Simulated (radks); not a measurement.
All-electron atom: Ir65+ in [Ne] 3s2. Calculated with a radial shooting solver on a logarithmic mesh with Libxc functionals: scalar-relativistic Kohn-Sham, BLYP, spin-polarised, spherical densities, finite nucleus; Fermi nuclear charge, rms radius 5.4032 fm.

Normalised radial functions P(r) = r R(r), r in bohr:

r	1s	2s
0.0008095	1.6874	0.6294
0.001115	2.1493	0.7990
0.001535	2.7129	1.0035
0.002114	3.3823	1.2416
0.002935	4.1665	1.5108
0.004042	4.9878	1.7738
0.005566	5.7830	1.9896
0.007665	6.4167	2.0792
0.01056	6.7026	1.9276
0.01465	6.4287	1.3803
0.02018	5.4958	0.3622
0.02779	4.0125	-1.0893
0.03827	2.3592	-2.6552
0.0527	1.0305	-3.7321
0.07258	0.2993	-3.7314
0.1007	0.0471	-2.6052
0.1387	0.0035	-1.1980
0.1911	0.0001	-0.3178
0.2631	0.0000	-0.0402
0.3624	0.0000	-0.0019
0.503	0.0000	0.0000

1s: eigenvalue -81807 eV, 0 radial nodes, <r> = 0.0174 bohr, 90 % of the charge inside 0.0318 bohr. 2s: eigenvalue -18716.6 eV, 1 radial node at r = 0.0220 bohr, <r> = 0.0726 bohr, 90 % of the charge inside 0.112 bohr.
